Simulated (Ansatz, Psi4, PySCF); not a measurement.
niobium atom (Nb), sextet (core potentials on Nb). Base run: B97M-V/def2-TZVP (PySCF).

The PySCF input:
```python
from pyscf import gto, scf, dft

mol = gto.Mole()
mol.atom = '''
    Nb    0.000000    0.000000    0.000000
'''
mol.basis = 'def2-tzvp'
mol.ecp = {'Nb': 'def2-tzvp'}
mol.charge = 0
mol.spin = 5
mol.verbose = 4
mol.build()

mf = dft.UKS(mol)
mf.xc = 'b97m_v'
mf.kernel()
```

The same geometry, method and basis name were run in Ansatz (a quantum-chemistry and plane-wave program) and Psi4 and PySCF, at each program's defaults and at the settings that a row names. The base is PySCF at its defaults. Differences at the defaults can come from grids, fitting, cores and function types together. The rows with settings made alike still differ; the cause (another SCF solution, basis table, core potential or functional code) wasn't traced.

| code and settings | ΔE vs base (mEh) | basis functions | E (Eh) | SCF cycles |
|---|---|---|---|---|
| PySCF, defaults (exact integrals, its default grid, spherical functions) | 0.000 | 40 | -56.83711 | 33 |
| Psi4, defaults (density fitting with its default set, its default grid, spherical functions) | -0.073 | 40 | -56.83719 | 10 |
| Ansatz, defaults (factorised integrals, its default grid, spherical functions) | -0.029 | 40 | -56.83714 | - |
| PySCF, density fitting with def2-universal-jkfit | -0.022 | 40 | -56.83714 | 13 |
| PySCF, fine grid | -0.044 | 40 | -56.83716 | 14 |
| Psi4, exact integrals, spherical functions, fine grid | 0.381 | 40 | -56.83673 | 12 |
| Ansatz, high accuracy | -0.029 | 40 | -56.83714 | - |

Open shells are given as the SCF converged; they aren't shown to be the lowest states, and a large step between rows can be another state.
